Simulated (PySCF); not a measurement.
NMR data simulated for an unnamed compound:

1H NMR (600 MHz, computed): δ 3.20 (sept, 1H), 1.46 (d, 6H).

13C{1H} NMR (computed): δ 69.8 (CH), 19.0 (CH3).

All values are calculated (PySCF 2.14): shielding tensors at B97-2/pcSseg-2 (GIAO), geometry from PBE0-D3(BJ)/def2-TZVP. One conformer, no relativistic terms, isolated molecule, rapidly exchanging positions averaged.

Scale: 1H (31.64 ppm), 13C (185.38 ppm) against TMS (reference shieldings calculated alike).

Task: Which of these does the molecule contain: a methoxy group, an ester, a (CH3)2CH unit, a nitrile?

Result: 
- A methoxy group: no.
- An ester: no.
- A (CH3)2CH unit: yes (δC 19.0, 69.8; δH 1.46 (d), 3.20 (sept)).
- A nitrile: no.

The data belong to SMILES CC(C)S(=O)(=O)Cl, C$_{3}$H$_{7}$ClO$_{2}$S; they needn't prove each group on their own.

Carbon signals by region: 1 at 50–100 ppm, 1 below 50 ppm.

Shifts are as computed. Against solution values, carbons near 30 ppm lie about +3 ppm off and those near 130 ppm about +7 ppm. Of 1211 compounds with measured shifts, 218 miss one by over three times the rms of a fit or turn the order of signals round; such compounds aren't used in these exercises. No couplings were computed; multiplicities are counted from neighbouring protons, with m where these are inequivalent, close in shift, in a saturated or five-membered ring or joined by F or P, and br s for small geminal =CH2 splittings.
